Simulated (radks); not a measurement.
Question: All-electron calculation, Dirac Kohn-Sham, LDA (Slater exchange, Perdew-Wang correlation), spin-unpolarised, spherical densities, point nucleus; open shells fill j = l - 1/2 first. Program: a radial shooting solver on a logarithmic mesh with Libxc functionals. Each species is in its NIST ground configuration. Rank Cl, P, Ar, S, Al, Mg, Si by radius at which the density is 0.001 e/bohr^3 (bohr), largest first.

Answer: Al 4.55, Mg 4.52, Si 4.45, P 4.28, S 4.09, Cl 3.92, Ar 3.75.
